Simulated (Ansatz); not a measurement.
`C[C+](C)c1ccccc1`. The species carries charge 1 and has multiplicity 1. All single points use the PBE0-D4/def2-TZVP geometry. It is one conformer, not always the lowest.

```xyz
20

C    -2.352   -0.093    0.574
C    -1.084    0.613    0.314
C    -1.163    2.078    0.445
C     0.104   -0.059   -0.030
C     0.156   -1.477   -0.065
C     1.320   -2.127   -0.389
C     2.457   -1.388   -0.712
C     2.435    0.006   -0.699
C     1.282    0.665   -0.352
H    -2.450   -0.192    1.666
H    -3.198    0.523    0.261
H    -2.431   -1.082    0.134
H    -1.888    2.350    1.215
H    -0.219    2.579    0.631
H    -1.580    2.466   -0.498
H    -0.719   -2.061    0.184
H     1.355   -3.209   -0.401
H     3.372   -1.905   -0.977
H     3.326    0.565   -0.955
H     1.277    1.746   -0.346
```

Question: Give the Mulliken charges with ωB97M-V, PBE, r2SCAN in def2-TZVPP. (Estimate.)

Answer: The calculation gave: 
```
atom  ωB97M-V    PBE  r2SCAN
  C1    -0.27  -0.21   -0.11
  C2     0.19   0.21    0.28
  C3    -0.26  -0.21   -0.11
  C4     0.00   0.01   -0.02
  C5    -0.07  -0.09   -0.07
  C6    -0.12  -0.10   -0.11
  C7    -0.02  -0.02    0.02
  C8    -0.12  -0.10   -0.11
  C9    -0.07  -0.09   -0.07
 H10     0.17   0.15    0.12
 H11     0.15   0.13    0.09
 H12     0.13   0.11    0.08
 H13     0.15   0.13    0.09
 H14     0.13   0.11    0.08
 H15     0.17   0.15    0.12
 H16     0.16   0.14    0.14
 H17     0.16   0.17    0.14
 H18     0.17   0.17    0.15
 H19     0.16   0.17    0.14
 H20     0.16   0.14    0.14
```

Results of the Gaussian-basis code of Ansatz.
